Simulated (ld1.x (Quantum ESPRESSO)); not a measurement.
Configuration tests for technetium (TM)

Tc, norm-conserving Troullier–Martins (Kleinman–Bylander form), made with ld1.x (Quantum ESPRESSO) 7.5 (PBE, fully relativistic). Core [Ar] 3d10 4s2, reference 4p6 4d4 5s0 5p0 (charge +3). Waves: 5s (bound, empty): rc 1.95 bohr; 4p (bound): rc 1.45 bohr; 4d (bound): rc 2.25 bohr. Local part: all-electron potential smoothed inside 1.25 bohr (lloc = -1). Core correction: a·sin(br)/r model core inside 1.05 bohr.

Open shells are filled in proportion to 2j + 1 (rel_dist='average').

Energies are relative to the spin-unpolarised reference configuration 4p6 4d4 5s0 5p0; without spin polarisation the order of configurations can differ from experiment.

| valence configuration | charge | ΔE all-electron (eV) | error AE − PS (meV) |
| --- | --- | --- | --- |
| 4p6 4d5 5s2 5p0 | 0 | -51.708 | +108 |
| 4p6 4d5 5s0 5p0 | +2 | -28.703 | -5.9 |
| 4p6 4d6 5s0 5p0 | +1 | -45.541 | -22 |
| 4p6 4d4 5s2 5p1 | 0 | -45.108 | +84 |
| 4p6 4d5 5s0 5p2 | 0 | -44.005 | +67 |

(1) What are ΔE and the potential's error for 4p5 4d5 5s2 5p0?

(2) What are ΔE and the potential's error for 4p6 4d5 5s1 5p0?

Note: ghost state, extra bound levels that the all-electron valence spectrum of the same l lacks: s at -155.3 eV. A true bound ghost makes a file unfit for plane-wave use.

Answers

(1) ΔE = -0.154 eV all-electron; the error (AE − PS) is -98 meV.

(2) ΔE = -43.554 eV all-electron; the error (AE − PS) is +50 meV.
